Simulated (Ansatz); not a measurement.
`O=C=[N][AlH][F]` + HBr → `[F][AlH][Br]` + `N=C=O` at 500 K and 1 bar (ligand exchange at the Al–N bond).

Computed with Ansatz on PBE0-D4/def2-TZVP structures; ΔE is electronic, products minus reactants. CBS: MP2 limit from def2 TZ/QZ plus the TZ coupled-cluster correction, frozen cores. This one scheme is used for every species. For Br outer-core shells are correlated without core-valence functions, which leaves a few kJ/mol of doubt a bond. Scalar relativity is left out up to krypton. One conformer a species, not always the lowest.

```json
{"species": "`O=C=[N][AlH][F]`", "CCSD(T)/CBS energy (Eh)": "-510.46086", "H − E (kJ/mol)": "97.2", "S (J/(mol·K))": "375.7"}
{"species": "HBr", "CCSD(T)/CBS energy (Eh)": "-2573.91920", "H − E (kJ/mol)": "30.5", "S (J/(mol·K))": "213.7"}
{"species": "`[F][AlH][Br]`", "CCSD(T)/CBS energy (Eh)": "-2915.86674", "H − E (kJ/mol)": "53.8", "S (J/(mol·K))": "327.2"}
{"species": "`N=C=O`", "CCSD(T)/CBS energy (Eh)": "-168.51995", "H − E (kJ/mol)": "77.7", "S (J/(mol·K))": "264.2"}
```

H − E and S are ideal-gas, rigid-rotor, harmonic terms from PBE0-D4/def2-TZVP, for one conformer and one mirror image of each species. 1 Eh = 2625.50 kJ/mol, R = 8.31446 J/(mol·K).

Problem. By hand: ΔE, ΔH, ΔS and ΔG.

Solution. ΔE = (-2915.86674) + (-168.51995) − (-510.46086) − (-2573.91920) = -0.00663 Eh = -17.4 kJ/mol. Δ(H − E) = 53.8 + 77.7 − 97.2 − 30.5 = 3.8, so ΔH = -13.6 kJ/mol. ΔS = 327.2 + 264.2 − 375.7 − 213.7 = 2.0 J/(mol·K). ΔG = -13.6 − 500 × (2.0)/1000 = -14.6 kJ/mol.

Problem. By hand: the equilibrium constant, and the temperature at which ΔG would vanish if ΔH and ΔS stayed fixed.

Solution. log₁₀ K = −ΔG/(RT ln 10) = 1.5. ΔH and −TΔS have one sign here, so there is no such temperature.

The number of gas molecules stays the same, so ΔS is small and ΔH decides. A doubt of 5 kJ/mol in ΔE shifts log₁₀ K by 0.5 here. Other conformers and mirror images would add mixing entropy, several J/(mol·K) or more a flexible species. Modes under 60 cm⁻¹, often nearly free rotors, make the harmonic entropy too high. These are equilibria of isolated gas molecules and say nothing of rates. Largest T1 diagnostic: 0.018 (customary marks: 0.02 for closed shells, 0.045 for open ones).

ΔS is within the doubt of such terms, so its sign, and with it that verdict, could turn.
